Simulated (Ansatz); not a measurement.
Basis-set series for CH5ClIInSiTe, SMILES `[SiH3][CH](Cl)[In]([TeH])[I]`. Total charge 0; spin multiplicity 1. In, Te, I: def2 effective core potential. The structure was optimised at the PBE0-D4/def2-TZVP level. It is one conformer, not always the lowest.

```xyz
11

Si    0.608    1.762    0.050
C     0.863   -0.096    0.130
Cl    1.540   -0.679   -1.420
In   -0.969   -1.179    0.577
Te   -2.173   -2.850   -1.119
I    -2.064   -0.781    2.976
H     1.877    2.452   -0.296
H     0.120    2.218    1.379
H    -0.418    2.062   -0.982
H     1.574   -0.358    0.916
H    -0.958   -2.550   -2.210
```

```
functional       basis  functions  energy (Eh)  HOMO (eV)  LUMO (eV)
   PBE0-D4    def2-SVP        153  -1546.18612      -6.89      -1.92
   PBE0-D4  def2-QZVPP        593  -1546.54840      -6.98      -2.04
   ωB97M-V    def2-SVP        153  -1546.30018      -8.91      -0.19
   ωB97M-V  def2-QZVPP        593  -1546.66367      -9.03      -0.38
```

Give the rows for def2-TZVPP. (Best estimate.)

Computed: 
| functional | basis | functions | energy (Eh) | HOMO (eV) | LUMO (eV) |
| --- | --- | --- | --- | --- | --- |
| PBE0-D4 | def2-TZVPP | 335 | -1546.51868 | -6.96 | -2.01 |
| ωB97M-V | def2-TZVPP | 335 | -1546.63527 | -9.02 | -0.31 |
